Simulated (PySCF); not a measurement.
Work out the structure from these simulated measurements.

Formula: CH10NPSi3.

| Item | Value |
| --- | --- |
| UV, first state | lowest singlet excitation: 4.89 eV (253 nm, f = 0.263) [TDDFT CAM-B3LYP/def2-SVPD] |
| Valence photoelectron | vertical ionisation energy: 8.69 eV [ΔSCF CAM-B3LYP/def2-SVPD] |
| 13C NMR | chemical shifts (computed TMS as zero) by class: 140.5 (1 C) ppm [GIAO PBE/pcSseg-1] |
| Rotational structure | rotational constants A, B, C: 2.817, 0.735, 0.595 GHz [PBE0-D3(BJ)/def2-SVP] |
| Triplet | lowest triplet excitation (Tamm–Dancoff): 2.95 eV [TDA CAM-B3LYP/def2-SVPD] |
| Dipole | 1.64 D [CAM-B3LYP/def2-SVPD] |

The electronic properties come from PySCF, for the isolated species, density fitting. Levels stand in brackets. Geometry: PBE0-D3(BJ)/def2-SVP, one conformer, isolated molecule. Each NMR value is the plain mean over a class of atoms that symmetry, rotation or inversion makes alike.

Q: What is the compound? Reason from the data.

A: Numbering: `[SiH3:1]/[CH:2]=[P:3]/[N:4]([SiH3:5])[SiH3:6]`. The one carbon: carbon bonded to P, Si and H [C2] (140.5 ppm). S1 is mainly HOMO→LUMO (weight 0.95); the largest Löwdin shares of the orbital it empties are 0.35 on the carbon bonded to P, Si and H, 0.22 on the nitrogen bridging silicon atoms, 0.18 on the phosphorus bonded to C and N and 0.08 on an SiH3 silicon, of the orbital it fills 0.44 on the phosphorus bonded to C and N, 0.28 on the carbon bonded to P, Si and H, 0.11 on the nitrogen bridging silicon atoms and 0.05 on an SiH3 silicon. By its constants the optimised geometry is an asymmetric top. Structure: `[SiH3]/C=P/N([SiH3])[SiH3]`. The assignments are read from this structure; whether some other isomer fits the data as well wasn't checked.

Conformer computed: `[SiH3:1]/[CH:2]=[P:3]/[N:4]([SiH3:5])[SiH3:6]`: C2–P3–N4–Si5 179°.
